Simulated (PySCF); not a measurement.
C2H9BrN2Si (SMILES CC[Si](N)(N)Br), singlet, geometry from GFN2-xTB; CASSCF(4,5)/STO-3G (PySCF).

PySCF was given this input:
```python
from pyscf import gto, scf, mcscf
import numpy

mol = gto.Mole()
mol.atom = '''
    C     1.968827   -0.449702   -1.807649
    C     0.976817    0.696508   -1.636813
    Si   -0.525484    0.257654   -0.562543
    N    -1.408258   -1.007299   -1.310731
    N    -1.690179    1.462585   -0.190386
    Br    0.272025   -0.272661    1.471143
    H     1.504825   -1.289343   -2.321773
    H     2.329313   -0.796846   -0.840897
    H     2.828714   -0.129099   -2.393212
    H     0.630198    1.021035   -2.618981
    H     1.499083    1.548417   -1.195413
    H    -0.921663   -1.792885   -1.706771
    H    -2.281362   -1.299618   -0.904560
    H    -2.274208    1.817974   -0.926348
    H    -1.463805    2.188493    0.468135
'''
mol.basis = 'sto-3g'
mol.charge = 0
mol.spin = 0
mol.verbose = 4
mol.build()

mf = scf.RHF(mol)
mf.kernel()
mc = mcscf.CASSCF(mf, 5, 4)
mc.fix_spin_(ss=0.0)
mc.kernel()
occ = numpy.linalg.eigvalsh(mc.fcisolver.make_rdm1(mc.ci, mc.ncas, mc.nelecas))[::-1]
ss = mc.fcisolver.spin_square(mc.ci, mc.ncas, mc.nelecas)[0]
print('natural occupations', occ.round(4), ' <S^2>', round(ss, 4))
```

The log (banner, timings and long lists left out):

```
PySCF version 2.14.0

[INPUT] verbose = 4
[INPUT] num. atoms = 15
[INPUT] num. electrons = 84
[INPUT] charge = 0
[INPUT] spin (= nelec alpha-beta = 2S) = 0
[INPUT] symmetry False subgroup None
[INPUT] Mole.unit = angstrom
[INPUT] Symbol           X                Y                Z      unit          X                Y                Z       unit  Magmom
[INPUT]  1 C      1.968827000000  -0.449702000000  -1.807649000000 AA    3.720543816649  -0.849813617669  -3.415961539344 Bohr   0.0
[INPUT]  2 C      0.976817000000   0.696508000000  -1.636813000000 AA    1.845916603819   1.316209363569  -3.093128287128 Bohr   0.0
[INPUT]  3 Si    -0.525484000000   0.257654000000  -0.562543000000 AA   -0.993020842841   0.486895494899  -1.063052203291 Bohr   0.0
[INPUT]  4 N     -1.408258000000  -1.007299000000  -1.310731000000 AA   -2.661221932728  -1.903519235548  -2.476922612977 Bohr   0.0
[INPUT]  5 N     -1.690179000000   1.462585000000  -0.190386000000 AA   -3.193975411491   2.763885083897  -0.359777397951 Bohr   0.0
[INPUT]  6 Br     0.272025000000  -0.272661000000   1.471143000000 AA    0.514052749035  -0.515254614850   2.780057360071 Bohr   0.0
[INPUT]  7 H      1.504825000000  -1.289343000000  -2.321773000000 AA    2.843707115399  -2.436505150625  -4.387515093410 Bohr   0.0
[INPUT]  8 H      2.329313000000  -0.796846000000  -0.840897000000 AA    4.401763628389  -1.505820703455  -1.589065028968 Bohr   0.0
[INPUT]  9 H      2.828714000000  -0.129099000000  -2.393212000000 AA    5.345494744723  -0.243961752955  -4.522515238023 Bohr   0.0
[INPUT] 10 H      0.630198000000   1.021035000000  -2.618981000000 AA    1.190901624249   1.929476513595  -4.949156815440 Bohr   0.0
[INPUT] 11 H      1.499083000000   1.548417000000  -1.195413000000 AA    2.832856307991   2.926084056621  -2.259003175745 Bohr   0.0
[INPUT] 12 H     -0.921663000000  -1.792885000000  -1.706771000000 AA   -1.741690649145  -3.388061622841  -3.225329747350 Bohr   0.0
[INPUT] 13 H     -2.281362000000  -1.299618000000  -0.904560000000 AA   -4.311149370990  -2.455922086555  -1.709370663237 Bohr   0.0
[INPUT] 14 H     -2.274208000000   1.817974000000  -0.926348000000 AA   -4.297630270295   3.435472961580  -1.750544016039 Bohr   0.0
[INPUT] 15 H     -1.463805000000   2.188493000000   0.468135000000 AA   -2.766190549769   4.135652395528   0.884646939323 Bohr   0.0

nuclear repulsion = 540.173607651837
number of shells = 34
number of NR pGTOs = 168
number of NR cGTOs = 56
basis = sto-3g
ecp = {}

******** <class 'pyscf.scf.hf.RHF'> ********
method = RHF
initial guess = minao
damping factor = 0
level_shift factor = 0
DIIS = <class 'pyscf.scf.diis.CDIIS'>
diis_start_cycle = 1
diis_space = 8
diis_damp = 0
SCF conv_tol = 1e-09
SCF conv_tol_grad = None
SCF max_cycles = 50
direct_scf = True
direct_scf_tol = 1e-13
Set gradient conv threshold to 3.16228e-05
Initial guess from minao.
init E= -3014.80937151438
  HOMO = -0.344087136066366  LUMO = 0.0600661987857036  gap/eV = 10.99757
cycle= 1 E= -3017.81399523825  delta_E=   -3  |g|= 0.455  |ddm|= 4.53
  HOMO = -0.218527422410725  LUMO = 0.360972306872132  gap/eV = 15.76899
cycle= 2 E= -3017.90868205038  delta_E= -0.0947  |g|= 0.107  |ddm|= 0.948
  HOMO = -0.268226476987551  LUMO = 0.366194717381376  gap/eV = 17.26348
cycle= 3 E= -3017.91446953601  delta_E= -0.00579  |g|= 0.0307  |ddm|= 0.24
  HOMO = -0.289943994588852  LUMO = 0.358934233442806  gap/eV = 17.65688
cycle= 4 E= -3017.91505214084  delta_E= -0.000583  |g|= 0.00527  |ddm|= 0.0852
  HOMO = -0.290390878787834  LUMO = 0.357431698823646  gap/eV = 17.62815
cycle= 5 E= -3017.91507253423  delta_E= -2.04e-05  |g|= 0.0014  |ddm|= 0.0164
  HOMO = -0.290363867333398  LUMO = 0.357451293263274  gap/eV = 17.62795
cycle= 6 E= -3017.91507400656  delta_E= -1.47e-06  |g|= 0.000348  |ddm|= 0.00451
  HOMO = -0.290456041981786  LUMO = 0.357499948749007  gap/eV = 17.63178
cycle= 7 E= -3017.91507410238  delta_E= -9.58e-08  |g|= 6.37e-05  |ddm|= 0.00125
  HOMO = -0.290453218718446  LUMO = 0.357473811628878  gap/eV = 17.63099
cycle= 8 E= -3017.91507410573  delta_E= -3.35e-09  |g|= 1.35e-05  |ddm|= 0.000226
  HOMO = -0.290452725147369  LUMO = 0.357474449324326  gap/eV = 17.63100
cycle= 9 E= -3017.91507410588  delta_E= -1.51e-10  |g|= 3.15e-06  |ddm|= 4.79e-05
  HOMO = -0.290452392564721  LUMO = 0.35747488582316  gap/eV = 17.63100
Extra cycle  E= -3017.91507410589  delta_E= -5.46e-12  |g|= 1.3e-06  |ddm|= 7.39e-06
converged SCF energy = -3017.91507410589

******** <class 'pyscf.mcscf.mc1step.CASSCF'> ********
CAS (2e+2e, 5o), ncore = 40, nvir = 11
max_cycle_macro = 50
max_cycle_micro = 4
conv_tol = 1e-07
conv_tol_grad = None
orbital rotation max_stepsize = 0.02
orbital rotation threshold for CI restart = 0.01
augmented hessian ah_max_cycle = 30
augmented hessian ah_conv_tol = 1e-12
augmented hessian ah_linear dependence = 1e-14
augmented hessian ah_level shift = 1e-08
augmented hessian ah_start_tol = 2.5
augmented hessian ah_start_cycle = 3
augmented hessian ah_grad_trust_region = 3
kf_trust_region = 3
kf_interval = 4
ci_response_space = 4
ci_grad_trust_region = 3
with_dep4 0
natorb = False
canonicalization = True
sorting_mo_energy = False
ao2mo_level = 2
internal_rotation = False
******** <class 'pyscf.fci.addons.SpinPenaltyFCISolver'> ********
max. cycles = 50
conv_tol = 1e-08
davidson only = True
linear dependence = 1e-12
level shift = 0.001
max iter space = 12
nroots = 1
pspace_size = 400
spin = None
CASCI E = -3017.91581555245  S^2 = 0.0000000
Set conv_tol_grad to 0.000316228
macro iter   1 ( 21 JK    4 micro), CASSCF E = -3017.91656041008  dE = -7.44857625e-04  S^2 = 0.0000000
               |grad[o]|=0.00211  |grad[c]|=0.0127  |ddm|=0.00897  |maxRot[o]|=0.159
macro iter   2 ( 21 JK    4 micro), CASSCF E = -3017.91800647619  dE = -1.44606611e-03  S^2 = 0.0000000
               |grad[o]|=0.00325  |grad[c]|=0.0635  |ddm|=0.0196  |maxRot[o]|=0.149
macro iter   3 ( 21 JK    4 micro), CASSCF E = -3017.91940454967  dE = -1.39807348e-03  S^2 = 0.0000000
               |grad[o]|=0.00572  |grad[c]|=0.0322  |ddm|=0.0169  |maxRot[o]|=0.155
macro iter   4 ( 21 JK    4 micro), CASSCF E = -3017.92076694701  dE = -1.36239733e-03  S^2 = 0.0000000
               |grad[o]|=0.00667  |grad[c]|=0.0162  |ddm|=0.0072  |maxRot[o]|=0.132
macro iter   5 ( 21 JK    4 micro), CASSCF E = -3017.92146096513  dE = -6.94018120e-04  S^2 = 0.0000000
               |grad[o]|=0.00642  |grad[c]|=0.0217  |ddm|=0.00476  |maxRot[o]|=0.129
macro iter   6 ( 17 JK    4 micro), CASSCF E = -3017.92222921562  dE = -7.68250498e-04  S^2 = 0.0000000
               |grad[o]|=0.00552  |grad[c]|=0.0316  |ddm|=0.003  |maxRot[o]|=0.122
macro iter   7 (  7 JK    2 micro), CASSCF E = -3017.92310506883  dE = -8.75853204e-04  S^2 = 0.0000000
               |grad[o]|=0.00499  |grad[c]|=0.00957  |ddm|=0.00295  |maxRot[o]|=0.0688
macro iter   8 (  7 JK    2 micro), CASSCF E = -3017.92372641874  dE = -6.21349909e-04  S^2 = 0.0000000
               |grad[o]|=0.00385  |grad[c]|=0.00702  |ddm|=0.00176  |maxRot[o]|=0.0698
macro iter   9 (  7 JK    2 micro), CASSCF E = -3017.92420161803  dE = -4.75199288e-04  S^2 = 0.0000000
               |grad[o]|=0.00355  |grad[c]|=0.00477  |ddm|=0.00195  |maxRot[o]|=0.0698
macro iter  10 ( 17 JK    4 micro), CASSCF E = -3017.92434385761  dE = -1.42239584e-04  S^2 = 0.0000000
               |grad[o]|=0.00427  |grad[c]|= 0.03  |ddm|=0.00645  |maxRot[o]|=0.108
macro iter  11 (  7 JK    2 micro), CASSCF E = -3017.92484992800  dE = -5.06070388e-04  S^2 = 0.0000000
               |grad[o]|=0.00311  |grad[c]|=0.00478  |ddm|=0.0036  |maxRot[o]|=0.0694
macro iter  12 (  7 JK    2 micro), CASSCF E = -3017.92556683845  dE = -7.16910457e-04  S^2 = 0.0000000
               |grad[o]|=0.0036  |grad[c]|=0.00724  |ddm|=0.00589  |maxRot[o]|=0.0698
macro iter  13 (  7 JK    2 micro), CASSCF E = -3017.92660214635  dE = -1.03530789e-03  S^2 = 0.0000000
               |grad[o]|=0.00454  |grad[c]|=0.00744  |ddm|=0.00782  |maxRot[o]|=0.0698
macro iter  14 ( 21 JK    4 micro), CASSCF E = -3017.92878150158  dE = -2.17935524e-03  S^2 = 0.0000000
               |grad[o]|=0.00614  |grad[c]|=0.0264  |ddm|=0.0361  |maxRot[o]|=0.209
macro iter  15 ( 21 JK    4 micro), CASSCF E = -3017.92962774325  dE = -8.46241669e-04  S^2 = 0.0000000
               |grad[o]|=0.0102  |grad[c]|=0.0222  |ddm|=0.00901  |maxRot[o]|=0.0677
macro iter  16 ( 21 JK    4 micro), CASSCF E = -3017.92991169552  dE = -2.83952264e-04  S^2 = 0.0000000
               |grad[o]|=0.0101  |grad[c]|=0.0209  |ddm|=0.0101  |maxRot[o]|=0.0425
macro iter  17 ( 21 JK    4 micro), CASSCF E = -3017.92987608095  dE =  3.56145702e-05  S^2 = 0.0000000
               |grad[o]|=0.0098  |grad[c]|= 0.02  |ddm|=0.00942  |maxRot[o]|=0.0492
macro iter  18 ( 21 JK    4 micro), CASSCF E = -3017.93137227107  dE = -1.49619012e-03  S^2 = 0.0000000
               |grad[o]|=0.00945  |grad[c]|=0.00339  |ddm|=0.0061  |maxRot[o]|=0.073
macro iter  19 ( 21 JK    4 micro), CASSCF E = -3017.93310001182  dE = -1.72774075e-03  S^2 = 0.0000000
               |grad[o]|=0.00871  |grad[c]|=0.0111  |ddm|=0.00293  |maxRot[o]|=0.0891
macro iter  20 ( 21 JK    4 micro), CASSCF E = -3017.93345951748  dE = -3.59505661e-04  S^2 = 0.0000000
               |grad[o]|=0.00664  |grad[c]|=0.00945  |ddm|=0.0054  |maxRot[o]|=0.0775
macro iter  21 ( 21 JK    4 micro), CASSCF E = -3017.93353329736  dE = -7.37798814e-05  S^2 = 0.0000000
               |grad[o]|=0.00558  |grad[c]|=0.00839  |ddm|=0.00381  |maxRot[o]|=0.127
macro iter  22 ( 21 JK    4 micro), CASSCF E = -3017.93430512272  dE = -7.71825352e-04  S^2 = 0.0000000
               |grad[o]|=0.00512  |grad[c]|=0.00671  |ddm|=0.00284  |maxRot[o]|= 0.25
macro iter  23 ( 21 JK    4 micro), CASSCF E = -3017.93494224023  dE = -6.37117514e-04  S^2 = 0.0000000
               |grad[o]|=0.00342  |grad[c]|=0.00503  |ddm|=0.00125  |maxRot[o]|=0.296
macro iter  24 ( 21 JK    4 micro), CASSCF E = -3017.93532787788  dE = -3.85637645e-04  S^2 = 0.0000000
               |grad[o]|=0.00221  |grad[c]|=0.00452  |ddm|=0.00167  |maxRot[o]|=0.266
macro iter  25 ( 16 JK    4 micro), CASSCF E = -3017.93537453980  dE = -4.66619290e-05  S^2 = 0.0000000
               |grad[o]|=0.00107  |grad[c]|=0.00187  |ddm|=0.000574  |maxRot[o]|=0.0214
macro iter  26 (  8 JK    2 micro), CASSCF E = -3017.93538482469  dE = -1.02848899e-05  S^2 = 0.0000000
               |grad[o]|=0.000439  |grad[c]|=0.000337  |ddm|=0.000287  |maxRot[o]|=0.0148
macro iter  27 (  6 JK    1 micro), CASSCF E = -3017.93538539808  dE = -5.73383659e-07  S^2 = 0.0000000
               |grad[o]|=0.000103  |grad[c]|=0.000238  |ddm|=4.9e-05  |maxRot[o]|=0.00353
macro iter  28 (  4 JK    1 micro), CASSCF E = -3017.93538541007  dE = -1.19907781e-08  S^2 = 0.0000000
               |grad[o]|=3.08e-05  |grad[c]|=6.81e-05  |ddm|=2e-05  |maxRot[o]|=0.000705
1-step CASSCF converged in  28 macro (446 JK  92 micro) steps
CASSCF canonicalization
Density matrix diagonal elements [1.98414119e+00 1.98455612e+00 1.73730896e-02 1.16722520e-03
 1.27623779e-02]
CASSCF energy = -3017.93538541007
CASCI E = -3017.93538541007  E(CI) = -4.07952501066848  S^2 = 0.0000000
natural occupations [1.9854e+00 1.9837e+00 1.8600e-02 1.1300e-02 9.0000e-04]  <S^2> 0.0
```
